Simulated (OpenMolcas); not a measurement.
## Xe⁺: effect of the IPEA shift

- Program: OpenMolcas
- Basis: ANO-RCC-VTZP [7s6p4d2f1g]
- Scalar Hamiltonian: DKH2, point nucleus
- Active space: 7 electrons in 9 orbitals (RAS2 5s 5p; RAS3 5d, at most 2 electrons)
- State averaging: 2S+1 = 2 odd, 3 roots; 2S+1 = 2 even, 1 root
- Spin-orbit coupling: RASSI with atomic mean-field integrals over the reference wave functions, term energies averaged over their components

Methods on the same reference wave functions:
A. RASSCF
B. SS-RASPT2, IPEA 0 Eh, imaginary shift 0.1 Eh (closed shells correlated: 4d)
C. SS-RASPT2, IPEA 0.25 Eh, imaginary shift 0.1 Eh (closed shells correlated: 4d)

Energies in cm⁻¹ above 5s² 5p⁵ ²P°_3/2, the measured ground level; measured values from NIST Handbook of Basic Atomic Spectroscopic Data.

```
          Level      A      B      C  Measured
5s² 5p⁵ ²P°_3/2    0.0    0.0    0.0       0.0
5s² 5p⁵ ²P°_1/2   9350   9350   9350     10537
  5s 5p⁶ ²S_1/2  95180  95879  96533     90874
```

Deviations, from unrounded energies. A percentage is the sum of absolute deviations over the sum of measured energies, with the sign that they share, or ± where signs differ.

```tsv
Against measurement	Levels	A	B	C
mean absolute deviation (cm-1)	2	2700	3100	3400
fine structure of the ground term (%)	1	-11.3	-11.3	-11.3
other configurations (%)	1	+4.7	+5.5	+6.2
```

A lies closest to measurement on these levels and C furthest from it. The largest miss of A in the table is 5s 5p⁶ ²S_1/2, by +4300 cm-1. The ranking rests on the paired levels alone, and a cruder setting can come out closer through cancelling errors.

Between B and C the level of the table that moves most is 5s 5p⁶ ²S_1/2, by 650 cm-1 (lowest in B, highest in C).

The lowest spin-free term lies below A's lowest term by 0.529 hartree in B, 0.527 hartree in C.

Active for correlation alone: 5d; no level in the range computed is led by a configuration that fills it, so any true level of that kind is missing. Some terms mix strongly with configurations of 5d, whose occupation reaches 0.32 (5s 5p⁶ ²S). Measured partners are found by configuration, term and J. A level has none where our copy of the source lacks it or the pairing is in doubt (some pairs that miss far off the trend of their configuration count as doubtful), and it then counts in no deviation. Levels of configurations outside the active space are missing.

° marks odd parity.
